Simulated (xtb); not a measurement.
Ga(Cl)3(NH3) (Cl3GaH3N), SMILES [NH3]->[Ga]([Cl])([Cl])[Cl] (connectivity only; charge and spin as stated), neutral, multiplicity 1. All values are semi-empirical tight-binding results from xtb (GFN2-xTB unless named), good for trends rather than for accurate numbers. Geometry: GFN2-xTB. The isomer is the one that the SMILES or the coordinates give; other isomers of the formula were not compared. One conformer was computed; it need not be the lowest.

For metal compounds this method's bond lengths and energies can be far off.

- point group as xtb finds it = C3
- orbital gap = 5.36 eV
- zero-point energy = 24.3 kcal/mol
- G − E(el) at 298.15 K (modified RRHO) = 2.0 kcal/mol
